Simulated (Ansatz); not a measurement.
A nudged elastic band was laid between two geometries of ClH + H4O2Si (9 atoms, charge 0, multiplicity 1).

All numbers below come from RHF/def2-SVP (Ansatz 0.2.0).

* movable images: 7
* climbing image: yes
* spring: 5.0 eV/Å²
* optimiser: quadratic models (default)
* start path: through a guess of the saddle point
* force threshold: 0.03 eV/Å
* iteration limit: 60
* end points: relaxed

First end point:

```xyz
9
Properties=species:S:1:pos:R:3
Si -0.253 -0.400 -0.160
O -0.527 0.603 1.141
H -1.296 0.491 1.678
O 1.174 0.041 -0.814
H 1.937 0.196 -0.278
H -1.295 -0.229 -1.184
H -0.248 -1.795 0.325
Cl 2.461 1.434 2.161
H 1.198 1.368 1.956
```

Last end point:

```xyz
9
Properties=species:S:1:pos:R:3
Si -0.052 0.066 -0.851
O 0.899 0.217 2.501
H 0.354 0.000 3.244
O 1.207 -0.699 -0.166
H 1.294 -0.643 0.781
H 0.085 -0.006 -2.309
H -1.354 -0.457 -0.403
Cl -0.055 2.088 -0.312
H 0.773 1.143 2.340
```

(1) What changes between the two ends?

(2) Give the energies along the band, and the barrier.

(3) What is the geometry of the highest image?

## Answers

(1) Bonds broken: Si1–O2, Cl8–H9. Bonds formed: Si1–Cl8, O2–H9. ClH + H4O2Si becomes ClH3OSi + H2O.

(2) The forces met the threshold. The highest image is number 5 of 0 to 8, 1.51 eV above the first end and 1.68 eV above the last; the last end lies 0.17 eV below the first. Neighbouring images differ by up to 1.3 eV, so the band resolves the path poorly. A vibrational analysis at the climbing image gives one clearly imaginary mode, 228i cm⁻¹: a first-order saddle point. The orbitals stay closed-shell, which can raise the energy where a bond breaks towards radicals; this wasn't checked here.

| image | path coordinate (Å) | energy (eV) | Si1–O2 (Å) | Cl8–H9 (Å) | Si1–Cl8 (Å) |
| --- | --- | --- | --- | --- | --- |
| 0 | 0.00 | 0.00 | 1.67 | 1.28 | 4.02 |
| 1 | 1.09 | 0.02 | 1.66 | 1.28 | 4.23 |
| 2 | 2.18 | 0.04 | 1.66 | 1.28 | 4.49 |
| 3 | 3.26 | 0.06 | 1.66 | 1.28 | 4.30 |
| 4 | 4.35 | 0.22 | 1.67 | 1.29 | 3.45 |
| 5 | 5.44 | 1.51 | 1.83 | 1.89 | 2.68 |
| 6 | 6.99 | 0.55 | 2.93 | 2.27 | 2.11 |
| 7 | 8.54 | -0.05 | 3.18 | 2.67 | 2.09 |
| 8 | 10.08 | -0.17 | 3.49 | 2.93 | 2.09 |

(3) 
```xyz
9
Properties=species:S:1:pos:R:3
Si 0.202 -0.051 -0.018
O -0.087 0.359 1.737
H -0.851 0.087 2.235
O 1.751 -0.432 -0.334
H 1.980 -1.349 -0.324
H -0.613 0.711 -0.948
H -0.481 -1.369 0.134
Cl 1.044 2.435 0.538
H 0.207 1.318 1.806
```

Run time: 5.2 min on 1 thread of AMD EPYC 7R43 64-Core Processor (Zen 3) (shared host), peak memory 0.2 GiB.
